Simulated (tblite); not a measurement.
`C=C(C)[Si@H]([SiH3])Cl`. The geometry is computed with GFN2-xTB (gas phase).

```
atom  x, y, z in Å
C1    -1.7285   -1.3725   -0.2782
C2    -1.0103   -0.2940    0.0057
C3    -1.4066    1.0589   -0.5066
Si4    0.5827   -0.3448    1.0313
Si5    2.4204    0.4095   -0.1688
Cl6    0.8590   -2.2544    1.6886
H7    -2.6286   -1.3243   -0.8733
H8    -1.4522   -2.3517    0.0748
H9    -2.3452    1.0132   -1.0550
H10   -1.5173    1.7584    0.3203
H11   -0.6337    1.4505   -1.1674
H12    0.3197    0.4279    2.2571
H13    3.5258   -0.5476   -0.2264
H14    2.0644    0.7387   -1.5537
H15    2.9458    1.6401    0.4297
```

Question: Which two atoms are farthest apart?

Answer: H7···H15, 6.45 Å; the next longest distance is 6.24 Å.

Question: Work out the bond lengths C2–Si4, C3–H10, C3–H11, Si4–Cl6, Si5–H13, Si5–H14, Si5–H15 in pm.

Answer: For C2–Si4 the difference vector is (1.5930, -0.0508, 1.0256) Å, of length 1.8953 Å. C2–Si4 189.5; C3–H10 108.9; C3–H11 109.0; Si4–Cl6 203.8; Si5–H13 146.3; Si5–H14 146.7; Si5–H15 146.6 pm.

Question: Give the dihedral angles H12–Si4–Si5–H14, C1–C2–C3–H11, H7–C1–C2–Si4, Si4–C2–C3–H11.

Answer: H12–Si4–Si5–H14 -124° (anticlinal); C1–C2–C3–H11 -117° (anticlinal); H7–C1–C2–Si4 -179° (antiperiplanar); Si4–C2–C3–H11 61° (synclinal). Dihedral signs follow IUPAC: positive where, seen along the central bond, the front bond turns clockwise onto the rear one.

Question: How far apart are these pairs, which share no bond: C1···H10, C2···H13, Si4···H7, Si4···H15, Si5···H9, Cl6···H7?

Answer: C1···H10 3.195 Å (3 bonds apart); C2···H13 4.549 Å (3 bonds apart); Si4···H7 3.860 Å (3 bonds apart); Si4···H15 3.144 Å (2 bonds apart); Si5···H9 4.885 Å (4 bonds apart); Cl6···H7 4.426 Å (4 bonds apart).

Question: What is the repulsion energy of the bare nuclei, Σ ZA·ZB/RAB?

Answer: 420.90 Eh over 105 pairs, with full nuclear charges and distances in bohr; the largest single term is 61.79 Eh (Si4 with Cl6).

Question: How far are the heavy atoms from their best plane (unweighted least squares)?

Answer: 0.409 Å rms; C1 0.59, C2 0.03, C3 0.34, Si4 0.56, Si5 0.47, Cl6 0.12 Å (magnitudes).

Question: Where is the centre of mass (commonest isotopes), and what is the radius of gyration?

Answer: Mass 135.993 u; centre at (0.475, -0.599, 0.530) Å; Rg = √(Σ m r²/M) = 2.069 Å. As Ia + Ib + Ic = 2 Σ m r², the three principal moments sum to 1164.1 u·Å².

Question: What are the angles C2–C3–H11, H10–C3–H11, C2–C3–H10, C2–Si4–Si5, Si5–Si4–Cl6, H13–Si5–H15?

Answer: From the scalar product of the two bond vectors; for C2–C3–H11 it is -0.5620 Å² over 1.4999 × 1.0897 Å², cos θ = -0.3439. C2–C3–H11 110.1°; H10–C3–H11 107.6°; C2–C3–H10 110.3°; C2–Si4–Si5 112.1°; Si5–Si4–Cl6 111.3°; H13–Si5–H15 107.1°.

Question: Write the matrix of distances between heavy atoms (Å, lower triangle).

Answer: 
```
C1    0.000
C2    1.326  0.000
C3    2.463  1.500  0.000
Si4   2.848  1.895  2.880  0.000
Si5   4.517  3.506  3.896  2.321  0.000
Cl6   3.368  3.189  4.575  2.038  3.603  0.000
```

GFN2-xTB frequencies show an imaginary mode (30i cm⁻¹), so the point is no minimum at that level.
